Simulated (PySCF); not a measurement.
Zn(Br)(NH2) (BrH2NZn), SMILES [NH2][Zn][Br].

Geometry optimised at B3LYP-D3(BJ)/def2-SVP. The values are those of a single conformer.

Calculation: ωB97X/def2-TZVPD run with PySCF.

Symmetry labels are those of the subgroup Cs that the program uses (full group Cs).

Task: List the valence orbital energies around the gap with their symmetry. (Estimate from the structure and the level; the computed values follow.)

Result: 
```csv
orbital,symmetry,energy (eV)
HOMO−7,A",-17.77
HOMO−6,A',-17.76
HOMO−5,A",-15.47
HOMO−4,A',-13.31
HOMO−3,A',-12.06
HOMO−2,A',-10.78
HOMO−1,A",-10.71
HOMO,A',-9.90
LUMO,A',0.70
LUMO+1,A",1.13
LUMO+2,A',1.39
LUMO+3,A',1.62
```
